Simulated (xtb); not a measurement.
C4H11O3Si (SMILES [CH2][Si](OC)(OC)OC), doublet, at a GFN2-xTB geometry; xtb with GFN2-xTB with ALPB(ch2cl2).

xtb was given this input:
```
$ xtb mol.xyz --gfn 2 --uhf 1 --alpb ch2cl2 --json

# file mol.xyz
19

C      1.03045024     1.68579976     0.87027302
Si     0.18294435     0.27554884     0.00825667
O      1.13218947    -0.72525837    -0.85910410
C      2.21673348    -1.44717844    -0.35832603
O     -0.81967614     0.68746114    -1.20340225
C     -1.89125988     1.57688966    -1.10690799
O     -0.54199962    -0.45621218     1.28470314
C     -1.31594304    -1.62601236     1.26471867
H      1.16693950     1.73078585     1.93480539
H      1.44071395     2.51274235     0.31945746
H      3.08568779    -0.79512441    -0.23724464
H      2.45597185    -2.23385302    -1.07516706
H      1.98670461    -1.89643351     0.61093454
H     -2.50423218     1.37022289    -0.22612304
H     -2.49935362     1.46725632    -2.00566521
H     -1.53006294     2.60617048    -1.03974900
H     -0.76523937    -2.45516053     0.81417387
H     -2.23641581    -1.47462281     0.69551334
H     -1.56592907    -1.87458397     2.29735052
```

Output, abridged:

```
   ID    Z sym.   atoms
    1    6 C      1, 4, 6, 8
    2   14 Si     2
    3    8 O      3, 5, 7
    4    1 H      9-19

           -------------------------------------------------
          |                Calculation Setup                |
           -------------------------------------------------

           -------------------------------------------------
          |                 G F N 2 - x T B                 |
           -------------------------------------------------

      * Solvation model:               ALPB
        Solvent                        ch2cl2
        Parameter file                 internal GFN2-xTB/ALPB
        Dielectric constant                8.9300E+00
        Reference state                gsolv [1 M gas/solution]
        Free energy shift                  4.1487E-03 Eh       2.6033E+00 kcal/mol
        Temperature                        2.9815E+02 K
        Density                            1.3300E+00 kg/L
        Solvent mass                       8.4930E+01 g/mol
        Interaction kernel             P16
        Born radius scaling (c1)           1.5691E+00
        Born radii integrator          GBOBC
        Born offset                        0.0000E+00 a0       0.0000E+00 AA
        H-bond correction              false
        Ion screening                  false
        Surface tension                    1.0000E-05 Eh       1.5569E+01 dyn/cm
        Grid points                               230 per atom

          ...................................................
          :                      SETUP                      :
          :.................................................:
          :  # basis functions                  49          :
          :  # atomic orbitals                  48          :
          :  # shells                           28          :
          :  # electrons                        49          :
          :  max. iterations                   250          :
          :  Hamiltonian                  GFN2-xTB          :
          :  restarted?                      false          :
          :  GBSA solvation                   true          :
          :  PC potential                    false          :
          :  electronic temp.          300.0000000     K    :
          :  accuracy                    1.0000000          :
          :  -> integral cutoff          0.2500000E+02      :
          :  -> integral neglect         0.1000000E-07      :
          :  -> SCF convergence          0.1000000E-05 Eh   :
          :  -> wf. convergence          0.1000000E-03 e    :
          :  Broyden damping             0.4000000          :
          :  net charge                          0          :
          :  unpaired electrons                  1          :
          ...................................................

 iter      E             dE          RMSdq      gap      omega  full diag
   1    -28.3097073 -0.283097E+02  0.683E+00    6.71       0.0  T
   2    -28.3963980 -0.866907E-01  0.414E+00    6.00       1.0  T
   3    -28.3936403  0.275764E-02  0.141E+00    6.73       1.0  T
   4    -28.3974470 -0.380664E-02  0.782E-01    5.96       1.0  T
   5    -28.4025649 -0.511792E-02  0.369E-01    6.20       1.0  T
   6    -28.4026206 -0.556603E-04  0.150E-01    6.22       1.0  T
   7    -28.4026744 -0.538259E-04  0.495E-02    6.26       1.0  T
   8    -28.4026786 -0.426933E-05  0.221E-02    6.25       1.0  T
   9    -28.4026789 -0.229669E-06  0.764E-03    6.25       3.0  T
  10    -28.4026790 -0.132754E-06  0.200E-03    6.25      11.5  T
  11    -28.4026790 -0.229567E-07  0.742E-04    6.25      30.9  T
  12    -28.4026790 -0.577103E-10  0.215E-04    6.25     106.8  T

   *** convergence criteria satisfied after 12 iterations ***

         :::::::::::::::::::::::::::::::::::::::::::::::::::::
         ::                     SUMMARY                     ::
         :::::::::::::::::::::::::::::::::::::::::::::::::::::
[...]
         :: total energy             -28.136947734154 Eh    ::
[...]
      -------------------------------------------------------------
                  HL-Gap            0.2298192 Eh            6.2537 eV
             Fermi-level           -0.3062098 Eh           -8.3324 eV

     #   Z          covCN         q      C6AA      α(0)
     1   6 C        2.732    -0.180    32.669     9.358
     2  14 Si       3.403     0.637   102.941    19.959
     3   8 O        1.621    -0.361    20.135     6.057
     4   6 C        3.703     0.037    20.097     6.410
     5   8 O        1.621    -0.361    20.122     6.055
     6   6 C        3.702     0.037    20.107     6.412
     7   8 O        1.620    -0.378    20.439     6.102
     8   6 C        3.681     0.041    20.089     6.419
     9   1 H        0.926     0.077     2.006     2.215
    10   1 H        0.926     0.060     2.193     2.316
    11   1 H        0.924     0.040     2.443     2.444
    12   1 H        0.924     0.059     2.210     2.325
    13   1 H        0.924     0.031     2.569     2.507
    14   1 H        0.924     0.032     2.563     2.503
    15   1 H        0.924     0.059     2.209     2.324
    16   1 H        0.924     0.040     2.448     2.447
    17   1 H        0.924     0.036     2.504     2.474
    18   1 H        0.924     0.037     2.484     2.465
    19   1 H        0.924     0.055     2.262     2.352

 Mol. C6AA /au·bohr⁶  :       3500.640999
 Mol. C8AA /au·bohr⁸  :      92916.150436
 Mol. α(0) /au        :         93.142334

Wiberg/Mayer (AO) data.
largest (>0.10) Wiberg bond orders for each atom

 ---------------------------------------------------------------------------
     #   Z sym  total        # sym  WBO       # sym  WBO       # sym  WBO
 ---------------------------------------------------------------------------
     1   6 C    3.149 --     2 Si   1.010    10 H    0.990     9 H    0.984
     2  14 Si   4.266 --     5 O    1.093     3 O    1.084     7 O    1.071
                             1 C    1.010
     3   8 O    2.260 --     2 Si   1.084     4 C    1.000
     4   6 C    3.942 --     3 O    1.000    13 H    0.989    11 H    0.983
                            12 H    0.979
     5   8 O    2.260 --     2 Si   1.093     6 C    0.999
     6   6 C    3.941 --     5 O    0.999    14 H    0.988    16 H    0.983
                            15 H    0.980
     7   8 O    2.232 --     2 Si   1.071     8 C    0.988
     8   6 C    3.945 --     7 O    0.988    17 H    0.985    18 H    0.984
                            19 H    0.981
     9   1 H    0.994 --     1 C    0.984
    10   1 H    0.996 --     1 C    0.990
    11   1 H    0.998 --     4 C    0.983
    12   1 H    0.996 --     4 C    0.979
    13   1 H    0.999 --     4 C    0.989
    14   1 H    0.999 --     6 C    0.988
    15   1 H    0.996 --     6 C    0.980
    16   1 H    0.998 --     6 C    0.983
    17   1 H    0.999 --     8 C    0.985
    18   1 H    0.999 --     8 C    0.984
    19   1 H    0.997 --     8 C    0.981
 ---------------------------------------------------------------------------

Topologies differ in total number of bonds
Writing topology from bond orders to xtbtopo.mol

molecular dipole:
                 x           y           z       tot (Debye)
 q only:        0.011       0.090       0.444
   full:       -0.058      -0.009       0.482       1.236
molecular quadrupole (traceless):
                xx          xy          yy          xz          yz          zz
 q only:        3.690      -1.681       3.011       1.248      -1.683      -6.702
  q+dip:        2.243       0.452       3.111       1.338      -0.902      -5.353
   full:        4.311      -1.445       3.746       1.416      -2.101      -8.057

           -------------------------------------------------
          | TOTAL ENERGY              -28.136947734154 Eh   |
          | GRADIENT NORM               0.006045150854 Eh/α |
          | HOMO-LUMO GAP               6.253698204188 eV   |
           -------------------------------------------------

normal termination of xtb
```
